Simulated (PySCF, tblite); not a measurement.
Isomers of C5H10FSi2 (doublet state), one GFN2-xTB conformer each. Single-point energies are computed at B3LYP/pcH-1 (PySCF, gas phase, no added dispersion term), electronic only. GFN2-xTB treats the open shell by occupation alone, and not every SCF solution was tested for stability.

```json
{"SMILES": "[CH2]C#C[Si@@H](CF)C[SiH3]", "GFN2-xTB relative energy (kcal/mol)": "4.3"}
{"SMILES": "CC#C[Si@@H]([CH][SiH3])CF", "GFN2-xTB relative energy (kcal/mol)": "10.2"}
{"SMILES": "CC#C[Si@@H](CF)C[SiH2]", "GFN2-xTB relative energy (kcal/mol)": "3.1"}
{"SMILES": "CC#C[Si](CF)C[SiH3]", "GFN2-xTB relative energy (kcal/mol)": "0.0"}
{"SMILES": "CC#C[Si@H]([CH]F)C[SiH3]", "GFN2-xTB relative energy (kcal/mol)": "10.6"}
```

Conformers: `[CH2:1][C:2]#[C:3][Si@@H:4]([CH2:5][F:6])[CH2:7][SiH3:8]` (doublet state) with C3–Si4–C5–F6 72°, C3–Si4–C7–Si8 -179°; `[CH3:1][C:2]#[C:3][Si@@H:4]([CH:5][SiH3:6])[CH2:7][F:8]` (doublet state) with C3–Si4–C5–Si6 176°, C3–Si4–C7–F8 180°; `[CH3:1][C:2]#[C:3][Si@@H:4]([CH2:5][F:6])[CH2:7][SiH2:8]` (doublet state) with C3–Si4–C5–F6 -173°, C3–Si4–C7–Si8 169°, Si4–C7–Si8–H 65° and -66°; `[CH3:1][C:2]#[C:3][Si:4]([CH2:5][F:6])[CH2:7][SiH3:8]` (doublet state) with C3–Si4–C5–F6 -163°, C3–Si4–C7–Si8 -174°; `[CH3:1][C:2]#[C:3][Si@H:4]([CH:5][F:6])[CH2:7][SiH3:8]` (doublet state) with C3–Si4–C5–F6 -179°, C3–Si4–C7–Si8 -66°.

What does B3LYP/pcH-1 give for the same structures?

```tsv
SMILES	B3LYP/pcH-1 E (Eh)	B3LYP/pcH-1 (kcal/mol)	GFN2-xTB (kcal/mol)	point group
[CH2]C#C[Si@@H](CF)C[SiH3]	-875.33658	0.0	4.3	C1
CC#C[Si](CF)C[SiH3]	-875.33658	0.0	0.0	C1
CC#C[Si@@H](CF)C[SiH2]	-875.33489	1.1	3.1	C1
CC#C[Si@H]([CH]F)C[SiH3]	-875.32909	4.7	10.6	C1
CC#C[Si@@H]([CH][SiH3])CF	-875.32311	8.5	10.2	C1
```

GFN2-xTB puts CC#C[Si](CF)C[SiH3] lowest instead; measured from each level's own lowest isomer, the values differ by up to 5.9 kcal/mol (CC#C[Si@H]([CH]F)C[SiH3]: 10.6 against 4.7). Neighbours under 5.0 kcal/mol apart ([CH2]C#C[Si@@H](CF)C[SiH3] and CC#C[Si](CF)C[SiH3]; CC#C[Si](CF)C[SiH3] and CC#C[Si@@H](CF)C[SiH2]; CC#C[Si@@H](CF)C[SiH2] and CC#C[Si@H]([CH]F)C[SiH3]; CC#C[Si@H]([CH]F)C[SiH3] and CC#C[Si@@H]([CH][SiH3])CF) can change places with a better method, another conformer or zero-point energy.

What happens when harmonic zero-point energies from GFN2-xTB frequencies are added?

```json
{"SMILES": "[CH2]C#C[Si@@H](CF)C[SiH3]", "ZPE (kcal/mol)": "75.6", "electronic (kcal/mol)": "0.0", "with ZPE (kcal/mol)": "0.0"}
{"SMILES": "CC#C[Si](CF)C[SiH3]", "ZPE (kcal/mol)": "79.1", "electronic (kcal/mol)": "0.0", "with ZPE (kcal/mol)": "3.4"}
{"SMILES": "CC#C[Si@@H](CF)C[SiH2]", "ZPE (kcal/mol)": "78.9", "electronic (kcal/mol)": "1.1", "with ZPE (kcal/mol)": "4.3"}
{"SMILES": "CC#C[Si@H]([CH]F)C[SiH3]", "ZPE (kcal/mol)": "76.0", "electronic (kcal/mol)": "4.7", "with ZPE (kcal/mol)": "5.1"}
{"SMILES": "CC#C[Si@@H]([CH][SiH3])CF", "ZPE (kcal/mol)": "75.9", "electronic (kcal/mol)": "8.5", "with ZPE (kcal/mol)": "8.8"}
```

The zero-point energies span 3.5 kcal/mol. The order is unchanged.

As an exercise, what shares would exp(−E/RT) give at 1000 K from these electronic energies alone (no entropy, no degeneracies)?

RT = 1.987 kcal/mol: [CH2]C#C[Si@@H](CF)C[SiH3] 37.1 %, CC#C[Si](CF)C[SiH3] 37.1 %, CC#C[Si@@H](CF)C[SiH2] 21.7 %, CC#C[Si@H]([CH]F)C[SiH3] 3.5 %, CC#C[Si@@H]([CH][SiH3])CF 0.5 %.
